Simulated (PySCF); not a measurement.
Computed with PBE-D3(BJ)/def2-TZVP // PBE0-D3(BJ)/def2-TZVP in PySCF. Isolated molecules, 0 K electronic values unless said otherwise. Excitations are Tamm–Dancoff values on a coarser integration grid. The basis has no diffuse functions, so Rydberg states are missing or too high.

Reference species (SMILES): `C=[SiH2]` (neutral, multiplicity 1).

The HOMO–LUMO gap comes out as 3.60 eV, the brightest of the four lowest singlets (TDA) is 5.63 eV and the LUMO is -2.07 eV.

After one change: the HOMO–LUMO gap increases by 0.31 eV; the brightest of the four lowest singlets (TDA) falls by 0.09 eV; the LUMO increases by 1.31 eV.

Which change was made? The new species is one of these.
A. `C=C[SiH]=C` (C–C–Si–C torsion 15°)
B. `C=[SiH]N`
C. `C=[SiH][S@@](C)=O` (C–Si–S–O torsion 10°)
D. `C=[SiH]I`

B, `C=[SiH]N`
